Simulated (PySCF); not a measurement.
# Relaxation of singlet Ca2O2

Level of theory: PBE0 in PySCF with Ca def2-TZVP, O def2-TZVP; no relativity; density-fitted integrals. A (50,194) grid was used.

A hand-made rhombic ring start, of D2h symmetry, held to at least that symmetry:

```xyz
4
charge 0 multiplicity 1, angstrom
Ca    1.6916    0.0000    0.0000
Ca   -1.6916    0.0000    0.0000
O     0.0000    1.8140    0.0000
O     0.0000   -1.8140    0.0000
```

Optimiser trace:
```csv
step,E − E(last) (kJ/mol),largest gradient (Eh/bohr)
0,312.16,0.07447
1,173.14,0.06990
2,0.73,0.00796
3,0.14,0.00287
4,0.00,0.00047
5,0.00,0.00001
```

It ends at D2h with Ca–O 2.034 Å (×4); Ca–O–Ca 93.0° (×2), O–Ca–O 87.0° (×2) (after a last refinement on a finer grid). A frequency run shows a minimum.

Final geometry:
Coordinates in bohr (charge 0 multiplicity 1):
```
Ca    2.7869    0.0000    0.0000
Ca   -2.7869    0.0000    0.0000
O     0.0000    2.6462    0.0000
O     0.0000   -2.6462    0.0000
```
